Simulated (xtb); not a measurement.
C₄H₈O, charge -1, doublet, geometry from GFN2-xTB (a state made from the parent by changing its charge; the spin is typed, not shown lowest), atoms displaced at random by about 0.1 Å a coordinate; GFN1-xTB (xtb 6.7.1).

The xtb input:
```
$ xtb mol.xyz --gfn 1 --chrg -1 --uhf 1 --opt loose --json

# file mol.xyz
13

C      1.87910840     0.60258721    -0.37269106
C      0.69704436    -0.44292512     0.40864523
C     -0.60684178    -0.46780054     0.04850528
C     -1.34474352     0.80267051     0.27024679
O     -0.77335905    -1.19671185    -0.93357682
H      2.70167006     0.68433850     0.07014449
H      1.39796430     1.50057199    -0.08198097
H      1.81330695     0.34887038    -1.19918056
H      1.09524056    -1.58700400     0.59487666
H      0.73099938    -0.02086365     1.56616055
H     -1.01827647     1.75801911    -0.14248967
H     -1.37721005     1.04995354     1.43871151
H     -2.40977755     0.74124730    -0.07137545
```

Problem. Predict the main parts of the log of this xtb run.

Solution. 
```
   ID    Z sym.   atoms
    1    6 C      1-4
    2    8 O      5
    3    1 H      6-13

           -------------------------------------------------
          |                Calculation Setup                |
           -------------------------------------------------

           -------------------------------------------------
          |                 G F N 1 - x T B                 |
           -------------------------------------------------

          ...................................................
          :                      SETUP                      :
          :.................................................:
          :  # basis functions                  36          :
          :  # atomic orbitals                  36          :
          :  # shells                           26          :
          :  # electrons                        31          :
          :  # halogen bonds                     0          :
          :  max. iterations                   250          :
          :  Hamiltonian                  GFN1-xTB          :
          :  restarted?                      false          :
          :  GBSA solvation                  false          :
          :  PC potential                    false          :
          :  electronic temp.          300.0000000     K    :
          :  accuracy                    1.0000000          :
          :  -> integral cutoff          0.2500000E+02      :
          :  -> integral neglect         0.1000000E-07      :
          :  -> SCF convergence          0.1000000E-05 Eh   :
          :  -> wf. convergence          0.2000000E-04 e    :
          :  Broyden damping             0.4000000          :
          :  net charge                         -1          :
          :  unpaired electrons                  1          :
          ...................................................

 iter      E             dE          RMSdq      gap      omega  full diag
   1    -17.7200042 -0.177200E+02  0.811E+00    2.18       0.0  T
   2    -17.7734995 -0.534952E-01  0.493E+00    2.41       1.0  T
   3    -17.7734189  0.805468E-04  0.904E-01    2.17       1.0  T
   4    -17.7748206 -0.140173E-02  0.108E-01    2.38       1.0  T
   5    -17.7748974 -0.767728E-04  0.249E-02    2.35       1.1  T
   6    -17.7748996 -0.222755E-05  0.613E-03    2.35       4.5  T
   7    -17.7748997 -0.298639E-07  0.107E-03    2.35      25.9  T
   8    -17.7748997 -0.110768E-07  0.260E-04    2.35     106.7  T
   9    -17.7748997 -0.237716E-09  0.415E-05    2.35     668.8  T
  10    -17.7748997 -0.740741E-11  0.105E-05    2.35    2637.1  T

   *** convergence criteria satisfied after 10 iterations ***

         :::::::::::::::::::::::::::::::::::::::::::::::::::::
         ::                     SUMMARY                     ::
         :::::::::::::::::::::::::::::::::::::::::::::::::::::
         :: total energy             -17.476580255677 Eh    ::
         :: gradient norm              0.499341035905 Eh/a0 ::
         :: HOMO-LUMO gap              2.347381079592 eV    ::
         ::.................................................::
         :: SCC energy               -17.774899688895 Eh    ::
         :: -> electrostatic           0.181755967490 Eh    ::
         :: repulsion energy           0.302334048321 Eh    ::
         :: dispersion energy         -0.004014615103 Eh    ::
         :: halogen bond corr.         0.000000000000 Eh    ::
         :: add. restraining           0.000000000000 Eh    ::
         :: total charge              -1.000000000000 e     ::
         :::::::::::::::::::::::::::::::::::::::::::::::::::::

      -----------------------------------------------------------
     |                   =====================                   |
     |                        A N C O P T                        |
     |                   =====================                   |
     |               Approximate Normal Coordinate               |
     |                Rational Function Optimizer                |
      -----------------------------------------------------------
      -----------------------------------------------------------
     |                   =====================                   |
     |                        A N C O P T                        |
     |                   =====================                   |
     |               Approximate Normal Coordinate               |
     |                Rational Function Optimizer                |
      -----------------------------------------------------------

          ...................................................
          :                      SETUP                      :
          :.................................................:
          :   optimization level             loose          :
          :   max. optcycles                   200          :
          :   ANC micro-cycles                  20          :
          :   degrees of freedom                33          :
          :.................................................:
          :   RF solver                   davidson          :
          :   write xtbopt.log                true          :
          :   linear?                        false          :
          :   energy convergence         0.5000000E-04 Eh   :
          :   grad. convergence          0.4000000E-02 Eh/α :
          :   maxmium RF displ.          1.0000000          :
          :   Hlow (freq-cutoff)         0.1000000E-01      :
          :   Hmax (freq-cutoff)         5.0000000          :
          :   S6 in model hess.         20.0000000          :
          ...................................................

generating ANC from exact Hessian ...
Using Lindh-Hessian (1995)
 Shifting diagonal of input Hessian by    6.5228221033627413E-003
 Lowest  eigenvalues of input Hessian
    0.000000    0.000000    0.000000    0.000000    0.000000    0.000000
    0.010000    0.012386    0.014364    0.021891    0.022981    0.031889
[...]
 * total energy  :   -17.4765803 Eh     change       -0.5151435E-12 Eh
 * total energy  :   -17.5912049 Eh     change       -0.1146247E+00 Eh
 * total energy  :   -17.6122061 Eh     change       -0.2100120E-01 Eh
 * total energy  :   -17.6171185 Eh     change       -0.4912335E-02 Eh
 * total energy  :   -17.6181434 Eh     change       -0.1024939E-02 Eh
 * total energy  :   -17.6193608 Eh     change       -0.1217378E-02 Eh
 * total energy  :   -17.6195476 Eh     change       -0.1867970E-03 Eh
 * total energy  :   -17.6198282 Eh     change       -0.2805927E-03 Eh
 * total energy  :   -17.6199252 Eh     change       -0.9703621E-04 Eh
 * total energy  :   -17.6199692 Eh     change       -0.4396757E-04 Eh
   *** GEOMETRY OPTIMIZATION CONVERGED AFTER 10 ITERATIONS ***
[...]
   3    -17.7956160 -0.213163E-13  0.245E-07    1.88  100000.0  T

   *** convergence criteria satisfied after 3 iterations ***

         :::::::::::::::::::::::::::::::::::::::::::::::::::::
         ::                     SUMMARY                     ::
         :::::::::::::::::::::::::::::::::::::::::::::::::::::
         :: total energy             -17.619969190346 Eh    ::
         :: gradient norm              0.002841923591 Eh/a0 ::
         :: HOMO-LUMO gap              1.879204233300 eV    ::
         ::.................................................::
         :: SCC energy               -17.795615983296 Eh    ::
         :: -> electrostatic           0.191185518841 Eh    ::
         :: repulsion energy           0.179615707519 Eh    ::
         :: dispersion energy         -0.003968914569 Eh    ::
         :: halogen bond corr.         0.000000000000 Eh    ::
         :: add. restraining           0.000000000000 Eh    ::
         :: total charge              -1.000000000000 e     ::
         :::::::::::::::::::::::::::::::::::::::::::::::::::::

           -------------------------------------------------
          |                Property Printout                |
           -------------------------------------------------

    * Orbital Energies and Occupations

         #    Occupation            Energy/Eh            Energy/eV
      -------------------------------------------------------------
         1        2.0000           -0.4651026             -12.6561
       ...           ...                  ...                  ...
         4        2.0000           -0.4224840             -11.4964
         5        2.0000           -0.3664902              -9.9727
         6        2.0000           -0.3626117              -9.8672
         7        2.0000           -0.3386387              -9.2148
         8        2.0000           -0.3275418              -8.9129
         9        2.0000           -0.3214887              -8.7482
        10        2.0000           -0.3124445              -8.5020
        11        2.0000           -0.3046328              -8.2895
        12        2.0000           -0.2739691              -7.4551
        13        2.0000           -0.2563974              -6.9769
        14        2.0000           -0.2307738              -6.2797
        15        2.0000           -0.1646747              -4.4810
        16        1.0000           -0.0314359              -0.8554 (HOMO)
        17                          0.0376236               1.0238 (LUMO)
        18                          0.0620747               1.6891
        19                          0.0773644               2.1052
        20                          0.0989619               2.6929
        21                          0.1062777               2.8920
        22                          0.1206360               3.2827
        23                          0.1393635               3.7923
        24                          0.1437360               3.9113
        25                          0.2717243               7.3940
        26                          0.3082073               8.3867
        27                          0.3530505               9.6070
       ...                                ...                  ...
        36                          0.6854560              18.6522
      -------------------------------------------------------------
                  HL-Gap            0.0690595 Eh            1.8792 eV
             Fermi-level           -0.0474808 Eh           -1.2920 eV

  Mulliken/CM5 charges         n(s)   n(p)   n(d)
     1C    -0.08291 -0.23234   1.007  3.076  0.000
     2C    -0.06122 -0.16401   1.037  3.025  0.000
     3C     0.12841  0.13939   1.019  2.853  0.000
     4C    -0.10984 -0.25039   1.014  3.096  0.000
     5O    -0.73273 -0.77398   1.775  4.957  0.000
     6H    -0.02772  0.02266   1.028  0.000  0.000
     7H    -0.00667  0.04515   1.007  0.000  0.000
     8H     0.01403  0.06664   0.986  0.000  0.000
     9H    -0.01099  0.04615   1.011  0.000  0.000
    10H    -0.03925  0.01515   1.039  0.000  0.000
    11H    -0.01989  0.03106   1.020  0.000  0.000
    12H    -0.04204  0.00942   1.042  0.000  0.000
    13H    -0.00918  0.04509   1.009  0.000  0.000

Wiberg/Mayer (AO) data.
largest (>0.10) Wiberg bond orders for each atom

 ---------------------------------------------------------------------------
     #   Z sym  total        # sym  WBO       # sym  WBO       # sym  WBO
 ---------------------------------------------------------------------------
     1   6 C    3.989 --     6 H    0.989     7 H    0.989     8 H    0.988
                             2 C    0.975
     2   6 C    3.968 --    10 H    0.981     9 H    0.979     1 C    0.975
                             3 C    0.971
     3   6 C    3.520 --     5 O    1.461     2 C    0.971     4 C    0.962
     4   6 C    3.972 --    12 H    0.988    13 H    0.987    11 H    0.972
                             3 C    0.962
     5   8 O    1.638 --     3 C    1.461
     6   1 H    1.016 --     1 C    0.989
     7   1 H    1.020 --     1 C    0.989
     8   1 H    1.017 --     1 C    0.988
     9   1 H    1.034 --     2 C    0.979
    10   1 H    1.027 --     2 C    0.981
    11   1 H    1.012 --     4 C    0.972
    12   1 H    1.034 --     4 C    0.988
    13   1 H    1.036 --     4 C    0.987
 ---------------------------------------------------------------------------

Topologies differ in total number of bonds
Writing topology from bond orders to xtbtopo.mol

 dipole moment from electron density (au)
     X       Y       Z
   1.3046   1.6028   1.2765  total (Debye):    6.174

optimized geometry written to: xtbopt.xyz

           -------------------------------------------------
          | TOTAL ENERGY              -17.619969190346 Eh   |
          | GRADIENT NORM               0.002841923591 Eh/α |
          | HOMO-LUMO GAP               1.879204233300 eV   |
           -------------------------------------------------
```
